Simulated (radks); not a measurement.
Results of a calculation; reference values are marked as such.
All-electron atom: Ne1.5+ in [He] 2p(up 2.5, down 2.5) 2s(up 0.75, down 0.75) (fractional occupations, a model configuration). Level of theory: scalar-relativistic Kohn-Sham, PBEsol, spin-polarised, spherical densities, finite nucleus; Fermi nuclear charge, rms radius 3.0055 fm (a radial shooting solver on a logarithmic mesh with Libxc functionals).

Local quantities along the radius. ELF = 1/(1 + alpha^2) is the electron localisation function; alpha = (tau - tau_W)/tau_unif compares the Pauli kinetic energy density with that of the uniform gas (summed over spins); -r V(r) is the screened charge that the Kohn-Sham potential of spin up presents (atomic units); s = |grad rho|/(2 (3 pi^2)^(1/3) rho^(4/3)) is the reduced gradient. tau is taken from the large components.

r (bohr)    ELF     alpha  -r V(r)       s
0.01031   1.000  0.006295    9.794  0.4160
0.01134   1.000  0.006467    9.771  0.4179
0.01259   1.000  0.006682    9.744  0.4204
0.01397   1.000  0.006930    9.714  0.4233
0.0155    1.000  0.007219    9.680  0.4268
0.0172    1.000  0.007555    9.643  0.4308
0.01908   1.000  0.007949    9.601  0.4354
0.021     1.000  0.008373    9.559  0.4403
0.0233    1.000  0.008913    9.508  0.4463
0.02586   1.000  0.009554    9.452  0.4531
0.02869   1.000   0.01032    9.390  0.4609
0.03184   1.000   0.01125    9.322  0.4697
0.03505   1.000   0.01229    9.253  0.4790
0.03889   1.000   0.01366    9.171  0.4903
0.04315   1.000   0.01536    9.081  0.5032
0.04788   1.000   0.01750    8.983  0.5179
0.05312   1.000   0.02023    8.876  0.5346
0.05848   0.999   0.02346    8.769  0.5521
0.06489   0.999   0.02801    8.644  0.5738
0.072     0.999   0.03411    8.509  0.5985
0.07989   0.998   0.04242    8.364  0.6268
0.08864   0.997   0.05401    8.209  0.6593
0.09758   0.995   0.06901    8.057  0.6934
0.1083    0.992   0.09235    7.882  0.7351
0.1201    0.984    0.1271    7.697  0.7822
0.1333    0.969    0.1800    7.501  0.8343
0.1479    0.936    0.2618    7.295  0.8901
0.1641    0.868    0.3898    7.078  0.9461
0.1807    0.755    0.5700    6.867  0.9922
0.2005    0.575    0.8589    6.629   1.025
0.2224    0.387     1.260    6.379   1.022
0.2468    0.250     1.731    6.118  0.9649
0.2739    0.180     2.131    5.847  0.8455
0.3015    0.162     2.272    5.596  0.6958
0.3345    0.185     2.100    5.333  0.5326
0.3712    0.254     1.712    5.080  0.4112
0.4118    0.371     1.301    4.822  0.3492
0.457     0.511    0.9784    4.556  0.3386
0.503     0.626    0.7730    4.306  0.3600
0.5582    0.716    0.6295    4.036  0.4038
0.6193    0.773    0.5423    3.770  0.4611
0.6872    0.805    0.4923    3.514  0.5283
0.7625    0.820    0.4684    3.272  0.6055
0.8394    0.823    0.4645    3.065  0.6877
0.9314    0.814    0.4784    2.862  0.7924
1.033     0.792    0.5122    2.681  0.9194
1.147     0.755    0.5703    2.521   1.077
1.272     0.696    0.6610    2.378   1.278
1.412     0.611    0.7985    2.250   1.538
1.554     0.506    0.9877    2.142   1.851
1.724     0.373     1.298    2.041   2.303
1.913     0.239     1.786    1.964   2.923
2.123     0.131     2.579    1.912   3.797
2.356     0.061     3.920    1.875   5.068
2.593     0.026     6.064    1.839   6.804
2.877     0.009     10.32    1.788   9.677
3.193     0.003     18.84    1.728   14.29

On this mesh the ELF has minima near r = 0.30 bohr, which separate the shells, and maxima near 0.84 (0.82).
